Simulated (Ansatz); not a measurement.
Reaction (cleavage of the Si–Si bond): `[SiH3]B[SiH2][SiH3]` + `OB(F)F` → `FB(F)O[SiH3]` + `[SiH3]B[SiH3]`

Calculated with Ansatz (gas phase, PBE0-D4/def2-TZVP geometries, no zero-point term in ΔE). CCSD(T)/CBS adds triple-zeta CCSD(T) − MP2 to the extrapolated MP2 energy (def2 sets, frozen cores). This one scheme is used for every species. DFT in def2-TZVPP. B3LYP here is the variant with VWN-RPA as its local correlation; programs differ in this. Each species was taken in one conformer, which may not be the lowest.

```
             level  ΔE (kJ/mol)
         r2SCAN-D4        -61.8
          B3LYP-D4        -71.7
           ωB97X-V        -73.6
            r2SCAN        -63.0
    MP2/def2-TZVPP        -77.1
   CCSD/def2-TZVPP        -78.3
    MP2/def2-QZVPP        -78.0
SCS-MP2/def2-QZVPP        -86.5
```

Q: What does CCSD(T)/CBS give? (Best estimate.)

A: The calculation gave: -72.6 kJ/mol. The listed levels differ from it by 10.8, 0.9, -1.0, 9.6, -4.5, -5.7, -5.4, -13.9 kJ/mol.

Largest T1 diagnostic among the species: 0.015.

From PBE to PBE0 (25 % exact exchange), in def2-TZVPP and without D4, ΔE moves by −9.3 kJ/mol. The D4 term adds +6.0 kJ/mol with B3LYP and +3.5 kJ/mol with PBE0; it sums over pairs of atoms, weighted by their polarisabilities, and B3LYP, whose exchange is more repulsive, gets the larger term. In def2-TZVPP, CCSD(T) changes the Hartree–Fock value by +37.6 kJ/mol (the triples alone add +5.9 kJ/mol) and MP2 by +33.0 kJ/mol.
